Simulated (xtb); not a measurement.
xtb input (GFN1-xTB):

```bash
xtb mol.xyz --gfn 1 --opt tight --chrg -1 --uhf 0
```
mol.xyz:
```
4

Rh     0.35507883    -0.22253564     0.37414544
B     -0.82695769     0.17328884     1.58442982
B     -0.53665604     0.43992643    -1.30290341
O     -1.14505985     0.86850343    -2.28052212
```

End of the output:

```
         :::::::::::::::::::::::::::::::::::::::::::::::::::::
         ::                     SUMMARY                     ::
         :::::::::::::::::::::::::::::::::::::::::::::::::::::
         :: total energy             -11.720510763745 Eh    ::
         :: gradient norm              0.000424795019 Eh/a0 ::
         :: HOMO-LUMO gap              1.438048269694 eV    ::
         ::.................................................::
         :: SCC energy               -11.810411553214 Eh    ::
         :: -> electrostatic           0.182535419539 Eh    ::
         :: repulsion energy           0.091328916670 Eh    ::
         :: dispersion energy         -0.001428127201 Eh    ::
         :: halogen bond corr.         0.000000000000 Eh    ::
         :: add. restraining           0.000000000000 Eh    ::
         :: total charge              -1.000000000000 e     ::
         :::::::::::::::::::::::::::::::::::::::::::::::::::::

           -------------------------------------------------
          |                Property Printout                |
           -------------------------------------------------

    * Orbital Energies and Occupations

         #    Occupation            Energy/Eh            Energy/eV
      -------------------------------------------------------------
         1        2.0000           -0.5195908             -14.1388
         2        2.0000           -0.3460437              -9.4163
         3        2.0000           -0.3106636              -8.4536
         4        2.0000           -0.3028569              -8.2412
         5        2.0000           -0.3009893              -8.1903
         6        2.0000           -0.2107113              -5.7337
         7        2.0000           -0.1803679              -4.9081
         8        2.0000           -0.1797134              -4.8903
         9        2.0000           -0.1724506              -4.6926
        10        2.0000           -0.1648784              -4.4866
        11        2.0000           -0.1543380              -4.1998 (HOMO)
        12                         -0.1014907              -2.7617 (LUMO)
        13                         -0.0879378              -2.3929
        14                         -0.0504731              -1.3734
        15                          0.0277155               0.7542
        16                          0.0279233               0.7598
        17                          0.1486794               4.0458
        18                          0.2088901               5.6842
        19                          0.7407122              20.1558
        20                          1.0658712              29.0038
        21                          1.2591861              34.2642
      -------------------------------------------------------------
                  HL-Gap            0.0528473 Eh            1.4380 eV
             Fermi-level           -0.1279144 Eh           -3.4807 eV

  Mulliken/CM5 charges         n(s)   n(p)   n(d)
     1Rh   -0.56062 -0.22413   0.162  0.910  8.488
     2B    -0.07992 -0.29983   1.593  1.487  0.000
     3B     0.25644  0.10046   1.151  1.593  0.000
     4O    -0.61591 -0.57650   1.743  4.873  0.000

Wiberg/Mayer (AO) data.
largest (>0.10) Wiberg bond orders for each atom

 ---------------------------------------------------------------------------
     #   Z sym  total        # sym  WBO       # sym  WBO       # sym  WBO
 ---------------------------------------------------------------------------
     1  45 Rh   3.700 --     2 B    2.732     3 B    0.906
     2   5 B    2.865 --     1 Rh   2.732
     3   5 B    3.007 --     4 O    2.002     1 Rh   0.906
     4   8 O    2.099 --     3 B    2.002
 ---------------------------------------------------------------------------
Note: The following floating-point exceptions are signalling: IEEE_DENORMAL
normal termination of xtb

Topologies differ in total number of bonds
Writing topology from bond orders to xtbtopo.mol

 dipole moment from electron density (au)
     X       Y       Z
   2.1439  -1.1708   1.0286  total (Debye):    6.737

           -------------------------------------------------
          |                Geometry Summary                 |
           -------------------------------------------------

      molecular mass/u    :      140.5269590
   center of mass at/Å    :        0.0301373      -0.0200781       0.0402292
  moments of inertia/u·Å² :        0.2946129E+02   0.2012530E+03   0.2307142E+03
rotational constants/cm⁻¹ :        0.5721961E+00   0.8376340E-01   0.7306715E-01

 * 2 selected distances

     #   Z          #   Z                                           value/Å
     1  45 Rh       2   5 B                                       1.8734589 (max)
     3   5 B        4   8 O                                       1.2336176 (min)

 * 2 distinct bonds (by element types)

   Z      Z             #   av. dist./Å        max./Å        min./Å
   5 B    8 O           1     1.2336176     1.2336176     1.2336176
   5 B   45 Rh          1     1.8734589     1.8734589     1.8734589

optimized geometry written to: xtbopt.xyz

           -------------------------------------------------
          | TOTAL ENERGY              -11.720510763745 Eh   |
          | GRADIENT NORM               0.000424795019 Eh/α |
          | HOMO-LUMO GAP               1.438048269694 eV   |
           -------------------------------------------------

------------------------------------------------------------------------
------------------------------------------------------------------------
 total:
 SCF:
 ANC optimizer:
```
